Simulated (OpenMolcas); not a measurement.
# I5+: CASPT2 settings compared

| Quantity | Value |
| --- | --- |
| Program | OpenMolcas |
| Basis | ANO-RCC-VQZP [8s7p5d3f2g] |
| Scalar Hamiltonian | DKH2, point nucleus |
| Active space | 2 electrons in 8 orbitals (5s 5p 6s 6p) |
| State averaging | 2S+1 = 3 even, 3 roots (0 in the spin-orbit step); 2S+1 = 1 even, 1 root; 2S+1 = 3 odd, 3 roots; 2S+1 = 1 odd, 3 roots |
| Spin-orbit coupling | state interaction with AMFI integrals over the reference wave functions, term energies averaged over their components |

Methods on the same reference wave functions:
A. CASSCF
B. SS-CASPT2, IPEA 0 Eh, real shift 0.1 Eh (closed shells correlated: 4s 4p 4d)
C. SS-CASPT2, IPEA 0.1 Eh, real shift 0.5 Eh (closed shells correlated: none)
D. XMS-CASPT2, IPEA 0.2 Eh, imaginary shift 0.5 Eh (closed shells correlated: 4s 4p 4d)

Energies in eV above 5s2 1S0, the measured ground level; measured values from the list in Rauch et al., Astron. Astrophys. 606, A105 (2017).

```tsv
Level	A	B	C	D	Measured
5s2 1S0	0.0000	0.0000	0.0000	0.0000	0.0000
5s 5p 3P* 0	10.2259	10.715	10.164	10.681	10.6212
5s 5p 3P* 1	10.6492	11.104	10.578	11.069	11.0670
5s 5p 3P* 2	11.7031	12.193	11.641	12.159	12.3594
5s 5p 1P* 1	17.0504	15.417	16.209	15.353	15.7985
```

Deviations, from unrounded energies. A percentage is the sum of absolute deviations over the sum of measured energies, with the sign that they share, or ± where signs differ.

| Against measurement | Levels | A | B | C | D |
| --- | --- | --- | --- | --- | --- |
| mean absolute deviation (cm-1) | 4 | 5500 | 1400 | 4200 | 1400 |
| other configurations (%) | 4 | ±5.5 | ±1.4 | ±4.2 | ±1.4 |

B, D lie about equally close to measurement and A furthest from it. The largest miss of B in the table is 5s 5p 1P* 1, by -3100 cm-1. The ranking rests on the paired levels alone, and a cruder setting can come out closer through cancelling errors.

Among B to D the level of the table that moves most is 5s 5p 1P* 1, by 6900 cm-1 (lowest in D, highest in C).

The lowest spin-free term lies below A's lowest term by 0.677 hartree in B, 0.002 hartree in C, 0.676 hartree in D.

Some high roots are left out of the spin-orbit mixing, which shifts the levels that they would mix with. Active for correlation alone: 6p 6s; no level in the range computed is led by a configuration that fills them, so any true level of that kind is missing. Measured partners are found by configuration, term and J. A level has none where our copy of the source lacks it or the pairing is in doubt (some pairs that miss far off the trend of their configuration count as doubtful), and it then counts in no deviation. Levels of configurations outside the active space are missing.

* marks odd parity.
